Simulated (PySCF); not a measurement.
Species: C3H8Si.
Z-matrix (Å and degrees, PBE0-D3(BJ)/def2-SVP geometry), rows numbered from 1:
```
C 
C   1  1.3353
C   2  1.4934  1  125.69
Si  3  1.8956  2  112.02  1   105.64
H   1  1.0927  2  121.37  3  -178.11
H   1  1.0949  2  121.54  3     1.95
H   2  1.0978  1  118.43  3   177.82
H   3  1.1025  2  111.26  1   -15.31
H   3  1.1038  2  110.92  1  -134.56
H   4  1.4938  3  110.16  2   -61.45
H   4  1.4964  3  110.04  2   178.25
H   4  1.4956  3  110.16  2    58.51
```

Computed, not measured: PBE0-D3(BJ)/def2-SVP geometry optimisation, gas phase (PySCF 2.14.0).

Masses are those of the commonest isotopes; rigid-rotor values at the optimised geometry. The values belong to one conformer with, in the numbering `[CH2:1]=[CH:2][CH2:3][SiH3:4]`, C1–C2–C3–Si4 106°.

Q: Give the principal moments of inertia and the rotational constants in GHz.

A: Ia = 32.40, Ib = 183.79, Ic = 191.88 u·Å²; 505379 MHz·u·Å²/I gives 15599, 2750 and 2634 MHz, that is A = 15.599, B = 2.7497, C = 2.6338 GHz.

Q: Classify the top.

A: A near-prolate asymmetric top: κ = (2 × 2750 − 15599 − 2634)/(15599 − 2634) = -0.98.

Q: What does the inertial defect say?

A: Not planar: Δ = Ic − Ia − Ib = -24.31 u·Å². For a rigid frame Δ = −2 Σ m c², so Σ m c² = 12.16 u·Å² lies off the ab plane: 8.85 from hydrogen and 3.30 from heavier atoms. The atom farthest from that plane is 1.53 Å away.

Q: Give the other two planar moments, Paa and Pbb, and the rms extents of the mass along the axes.

A: Paa = Σ m a² = (Ib + Ic − Ia)/2 = 171.64 and Pbb = Σ m b² = (Ia + Ic − Ib)/2 = 20.24 u·Å². With the mass M = 72.04 u, the rms extents √(P/M) along a, b and c are 1.54, 0.53, 0.41 Å.

Q: Give the coordinates in the principal-axis frame, origin at the centre of mass.

A: The sense of each axis is arbitrary; atoms in the order of the calculation.
```tsv
atom	mass (u)	a (Å)	b (Å)	c (Å)
C1	12.000	2.231	-0.420	-0.220
C2	12.000	1.228	0.170	0.436
C3	12.000	0.036	0.814	-0.191
Si4	27.977	-1.526	-0.242	0.000
H5	1.008	3.056	-0.898	0.313
H6	1.008	2.262	-0.446	-1.314
H7	1.008	1.246	0.162	1.534
H8	1.008	0.198	0.992	-1.267
H9	1.008	-0.172	1.794	0.274
H10	1.008	-1.343	-1.559	-0.682
H11	1.008	-2.699	0.463	-0.605
H12	1.008	-1.810	-0.486	1.448
```

Q: Predict some low-J microwave lines.

A: The dipole components are |μa| = 0.17 D, |μb| = 0.48 D, |μc| = 0.04 D. Intensities carry the squares of the components, which stand as 0.13 : 1.00 : 0.01 (a : b : c). Some lines, for components of 0.1 D or more:

| type | branch | J(Ka,Kc) | MHz | lower level (cm⁻¹) |
| --- | --- | --- | --- | --- |
| a | Q | 2(1,1) ← 2(1,2) | 348 | 0.963 |
| a | R | 1(0,1) ← 0(0,0) | 5384 | 0.000 |
| a | R | 2(1,2) ← 1(1,1) | 10651 | 0.608 |
| a | R | 2(0,2) ← 1(0,1) | 10766 | 0.180 |
| a | R | 2(1,1) ← 1(1,0) | 10883 | 0.612 |
| b | Q | 1(1,0) ← 1(0,1) | 12965 | 0.180 |
| b | Q | 2(1,1) ← 2(0,2) | 13082 | 0.539 |
| b | R | 1(1,1) ← 0(0,0) | 18233 | 0.000 |
| b | R | 2(1,2) ← 1(0,1) | 23500 | 0.180 |
| b | Q | 2(2,0) ← 2(1,1) | 38549 | 0.975 |
| b | Q | 2(2,1) ← 2(1,2) | 38895 | 0.963 |
| b | R | 2(2,1) ← 1(1,0) | 49431 | 0.612 |
| b | R | 2(2,0) ← 1(1,1) | 49547 | 0.608 |

Stationary, but not proved a minimum. No vibrational averaging or centrifugal distortion is included, and the geometry carries the error of its method. A rigid rotor knows nothing of internal rotation, which can split or shift real lines.
